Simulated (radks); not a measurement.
Results of a calculation; reference values are marked as such.
Valence configurations of neutral silicon (all share [Ne]). Level of theory: Dirac Kohn-Sham, PBE, spin-unpolarised, spherical densities, finite nucleus; open shells fill j = l - 1/2 first; Fermi nuclear charge, rms radius 3.1224 fm (a radial shooting solver on a logarithmic mesh with Libxc functionals). Energies are relative to 3s2 3p2; eigenvalues in eV.

valence      E (eV)  e(3p1/2)  e(3p3/2)  e(3s1/2)
3s2 3p2       0.000    -4.090         -   -10.797
3s1.5 3p2.5   3.391    -4.395    -4.362   -11.185
3s1 3p3       6.822    -4.683    -4.649   -11.551
3s0.5 3p3.5  10.292    -4.956    -4.922   -11.896
3p4          13.796    -5.217    -5.181         -

NIST lists [Ne] 3s2 3p2 as the ground configuration; this level of theory agrees among the configurations tried. The energies are those of spherical spin-averaged densities, not of single terms.
